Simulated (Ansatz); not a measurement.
`C[O][SnH]([Cl])[O]C` + `C[Se]B(O)O` → `CC[Se]B(O)O` + `C[O][SnH]([OH])[Cl]`  (formal exchange of groups at a C–O bond)

Program: Ansatz. Geometries: PBE0-D4/def2-TZVP. ΔE: electronic, gas phase. CCSD(T)/CBS is the MP2 limit (def2-TZVPP, def2-QZVPP) plus CCSD(T) − MP2 in def2-TZVPP, frozen cores. DFT in def2-TZVPP. def2 core potentials past Kr. For Se, Sn outer-core shells are correlated without core-valence functions, which leaves a few kJ/mol of doubt a bond. Scalar relativity is left out up to krypton. One conformer a species, not always the lowest.

```
              species  r2SCAN-D4 energy (Eh)
`C[O][SnH]([Cl])[O]C`             -905.46225
         `C[Se]B(O)O`            -2618.07269
        `CC[Se]B(O)O`            -2657.37740
`C[O][SnH]([OH])[Cl]`             -866.18005
```

(1) Work out ΔE.

Largest T1 diagnostic among the species: 0.013.

Results:

(1) ΔE = (-2657.37740) + (-866.18005) − (-905.46225) − (-2618.07269) = -0.02251 Eh = -59.1 kJ/mol. CCSD(T)/CBS gives -62.1 kJ/mol.

In def2-TZVPP, CCSD(T) changes the Hartree–Fock value by −10.7 kJ/mol (the triples alone add −0.8 kJ/mol) and MP2 by −16.8 kJ/mol.
